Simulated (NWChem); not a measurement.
Molecule: SiH2Cl2; SMILES Cl[SiH2]Cl

All runs: NWChem. Pople sets run with spherical d functions. Each level has its own optimisation; frequencies are unscaled.

```tsv
level	r Cl–Si (Å)	r H–Si (Å)	highest harmonic frequency (cm⁻¹)	lowest (cm⁻¹)	zero-point energy (kcal/mol)	dipole (D)
Hartree-Fock/STO-3G	2.079	1.424	2922	205	15.8	3.15
Hartree-Fock/3-21G	?	1.465	?	177	13.2	?
Hartree-Fock/6-31G*	2.050	1.460	2477	201	13.9	1.95
B3LYP/6-31G*	2.065	1.476	2322	185	13.0	1.66
LDA (Slater exchange, VWN5)/def2-SVP	2.050	1.498	2206	180	12.4	1.12
PBE/def2-SVP	2.071	1.496	2214	179	12.5	1.20
BLYP/def2-SVP	2.084	1.492	2207	179	12.4	1.17
PBE0/def2-SVP	2.056	1.483	2294	186	12.9	1.34
```

**Question.** What belongs in the gaps?

**Answer.** 
- Hartree-Fock/3-21G, r Cl–Si (Å): 2.161
- Hartree-Fock/3-21G, highest harmonic frequency (cm⁻¹): 2421
- Hartree-Fock/3-21G, dipole (D): 3.44
